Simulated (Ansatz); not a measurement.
**Question.** Name a neutral molecule of F, Hf, N and H with HOMO energy (B3LYP/def2-TZVPP) between -7.95 and -7.65 eV and size of the dipole moment (B3LYP/def2-TZVPP) between 2.40 and 2.70 D (Ansatz, PBE0-D4/def2-TZVP geometry).

**Answer.** `[NH2][Hf]([F])([F])[F]` (-7.89 eV, 2.43 D). Other molecules can fit too; these were computed, each in one conformer that needn't be the lowest.

B3LYP here is the variant with VWN-RPA as its local correlation; programs differ in this.
